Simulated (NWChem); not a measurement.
System: GeCl2, singlet; SMILES [Ge]([Cl])[Cl]

Low-valent species are run as closed-shell singlets; no triplet was tried in these runs.

Problem. Give the equilibrium geometry at B3LYP/6-31G* (spherical d) (NWChem) as a Z-matrix, with the point group.

Solution. point group C2v; any orientation.
```
Ge
Cl 1 2.2202
Cl 1 2.2202 2 101.05
```
